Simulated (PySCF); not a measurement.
Level of theory: PBE-D3(BJ)/def2-TZVP // BP86-D3(BJ)/def2-SVP run with PySCF 2.14.0. Gas-phase values, no solvent. 

Reference species: [Zn(Br)2] (neutral, multiplicity 1).

The HOMO is -7.31 eV. The mean distance from the central atom to its bonded neighbours is 2.236 Å.

Changed species: [Zn(Br)(H)] (1 of 2 Br replaced by H; the reference has 0 of 2 Br replaced by H).

Give the shifts of the HOMO and mean distance from the central atom to its bonded neighbours.

the HOMO increases by 0.20 eV, to -7.11 eV; the mean distance from the central atom to its bonded neighbours decreases by 0.347 Å, to 1.889 Å.
